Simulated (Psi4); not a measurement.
Intermolecular potential of H2 ··· HF (SMILES [H][H] and F). Monomers: optimised at B3LYP-D3(BJ) (def2-TZVP), held rigid. Orientation: lowest of the rigid-body minima from ten starts at GFN2-xTB. Only R, the distance of the centres of mass, is varied, so the lowest point isn't the relaxed dimer.

PBE/def2-TZVP, counterpoise-corrected (Psi4); PBE-D3(BJ)/def2-TZVP, counterpoise-corrected (Psi4); wB97X-V/def2-TZVP, counterpoise-corrected (Psi4); CCSD(T)/aug-cc-pVDZ = DF-CCSD(T)/aug-cc-pVDZ, frozen core, counterpoise-corrected (Psi4 1.11).

Interaction energies in kJ/mol; the last columns give the difference from CCSD(T):

```
R / Å  PBE/def2-TZVP  PBE-D3(BJ)/def2-TZVP  wB97X-V/def2-TZVP  CCSD(T)/aug-cc-pVDZ  PBE/def2-TZVP − CCSD(T)/aug-cc-pVDZ  PBE-D3(BJ)/def2-TZVP − CCSD(T)/aug-cc-pVDZ  wB97X-V/def2-TZVP − CCSD(T)/aug-cc-pVDZ
-----  -------------  --------------------  -----------------  -------------------  -----------------------------------  ------------------------------------------  ---------------------------------------
2.34            4.15                  3.16               7.71                 8.31                                -4.16                                       -5.15                                    -0.60
2.50           -1.71                 -2.66               0.73                 0.95                                -2.66                                       -3.61                                    -0.22
2.74           -4.41                 -5.29              -3.02                -2.90                                -1.51                                       -2.39                                    -0.12
2.91           -4.44                 -5.26              -3.50                -3.41                                -1.03                                       -1.85                                    -0.09
3.10           -3.85                 -4.59              -3.22                -3.21                                -0.64                                       -1.38                                    -0.02
3.30           -3.08                 -3.73              -2.65                -2.71                                -0.37                                       -1.02                                     0.06
3.60           -2.09                 -2.61              -1.82                -1.93                                -0.16                                       -0.67                                     0.11
3.93           -1.33                 -1.70              -1.17                -1.26                                -0.06                                       -0.44                                     0.10
4.43           -0.65                 -0.86              -0.61                -0.66                                 0.01                                       -0.20                                     0.05
5.10           -0.27                 -0.36              -0.29                -0.31                                 0.04                                       -0.05                                     0.02
6.12           -0.10                 -0.13              -0.12                -0.13                                 0.02                                       -0.01                                     0.00
7.44           -0.04                 -0.05              -0.05                -0.05                                 0.01                                        0.00                                     0.00
```

PBE/def2-TZVP is furthest from CCSD(T)/aug-cc-pVDZ at 2.34 (-4.16 kJ/mol, below); its mean absolute difference over the points is 0.89 kJ/mol.

PBE-D3(BJ)/def2-TZVP is furthest from CCSD(T)/aug-cc-pVDZ at 2.34 (-5.15 kJ/mol, below); its mean absolute difference over the points is 1.40 kJ/mol.

wB97X-V/def2-TZVP is furthest from CCSD(T)/aug-cc-pVDZ at 2.34 (-0.60 kJ/mol, below); its mean absolute difference over the points is 0.12 kJ/mol.
